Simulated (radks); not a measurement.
Effect of the nuclear size on neutral silicon, [Ne] 3s2 3p2. All-electron calculation, Dirac Kohn-Sham, LDA (Slater exchange, Perdew-Wang correlation), spin-unpolarised, spherical densities, finite nucleus; open shells fill j = l - 1/2 first; Fermi nuclear charge, rms radius 3.1224 fm. Program: a radial shooting solver on a logarithmic mesh with Libxc functionals. The rms radius is varied about that value; shifts are against it.

rms radius (fm) = 2.551: total energy shift (eV) -0.00175; density at nucleus (e/bohr^3) 1897; 1s1/2 shift (meV) -0.729; 2s1/2 shift (meV) -0.047
rms radius (fm) = 2.8601: total energy shift (eV) -0.000844; density at nucleus (e/bohr^3) 1894; 1s1/2 shift (meV) -0.353; 2s1/2 shift (meV) -0.023
rms radius (fm) = 3.1224: total energy shift (eV) 0; density at nucleus (e/bohr^3) 1892; 1s1/2 shift (meV) 0.000; 2s1/2 shift (meV) 0.000
rms radius (fm) = 3.4003: total energy shift (eV) 0.000974; density at nucleus (e/bohr^3) 1889; 1s1/2 shift (meV) 0.407; 2s1/2 shift (meV) 0.026
rms radius (fm) = 3.7875: total energy shift (eV) 0.00247; density at nucleus (e/bohr^3) 1887; 1s1/2 shift (meV) 1.03; 2s1/2 shift (meV) 0.066

Slopes of the eigenvalues against <r^2> in GHz/fm^2, as finite differences over the two radii next to the reference (eigenvalue slopes, not the field-shift constants of lines): 1s1/2 54.3, 2s1/2 3.48.
